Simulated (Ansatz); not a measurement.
Frontier orbitals of CH$_{6}$AlNSi, SMILES `[SiH3][CH]1[NH][AlH]1`.

Cartesian coordinates in Å:
```
Si 0.0639 0.7130 -1.2871
C 0.2000 -0.6641 -0.0546
N -0.8777 -0.7294 1.0183
Al 0.5884 -0.2796 1.7922
H 1.2409 0.7303 -2.2026
H -1.1698 0.6377 -2.1286
H 0.0114 2.0211 -0.5663
H 0.4807 -1.6345 -0.4759
H -1.8376 -0.8805 0.7638
H 1.2998 0.0858 3.1408
```

Charge 0, multiplicity 1. All single points use the PBE0-D4/def2-TZVP geometry. Basis def2-TZVPP, Ansatz 0.2.0.

| functional | HOMO (eV) | LUMO (eV) | gap (eV) |
| --- | --- | --- | --- |
| PBE | -5.23 | -1.75 | 3.48 |
| BLYP | -5.10 | -1.63 | 3.47 |
| r2SCAN | -5.40 | -1.41 | 3.99 |
| B97M-V | -5.53 | -1.64 | 3.89 |
| PBE0 | -6.42 | -0.99 | 5.43 |
| B3LYP | -6.21 | -1.19 | 5.02 |
| HSE06 (plane-wave form) | -6.03 | -1.36 | 4.67 |
| BHLYP | -7.55 | -0.23 | 7.32 |
| LC-ωPBE | -9.10 | 1.01 | 10.11 |
| ωB97X-V | -8.76 | 0.89 | 9.65 |
| ωB97M-V | -8.68 | 0.60 | 9.28 |

From PBE to PBE0 the HOMO moves by −1.19 eV and the LUMO by +0.76 eV, and with ωB97M-V by −3.45 and +2.35 eV, so the gap grows from 3.48 to 9.28 eV with exact exchange. A positive LUMO is unbound and depends on the basis.

B3LYP here is the variant with VWN-RPA as its local correlation; programs differ in this. LC-ωPBE has ω = 0.4 bohr⁻¹.
